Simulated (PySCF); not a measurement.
## PBE on Mg²⁺ (magnesium, charge +2)

Configuration: [Ne], closed-shell 1S. Computed with PySCF 2.14 in aug-cc-pVDZ-DK, with the spin-free X2C one-electron Hamiltonian (Gaussian nucleus).

* Total energy: -199.4092 hartree
* One-electron energy: -271.2545 hartree
* Hartree (Coulomb) energy: 87.8026 hartree
* Exchange-correlation energy: -15.9573 hartree
* ⟨S²⟩: 0.0000
* ⟨L²⟩: 0.000
* Sum of ⟨r⟩: 5.755 bohr
* Sum of ⟨r²⟩: 4.791 bohr²
* Langevin diamagnetic susceptibility: -3.79 ×10⁻⁶ cm³/mol
* Time after the integrals: 0.11 s of wall time on 1 thread of Neoverse-V1 (shared host)

| shell | electrons | mean orbital energy (eV) | rms radius, mean of both spins (bohr) |
| --- | --- | --- | --- |
| 1s | 2 | -1280.8 | 0.151 |
| 2s | 2 | -100.06 | 0.758 |
| 2p | 6 | -66.835 | 0.774 |
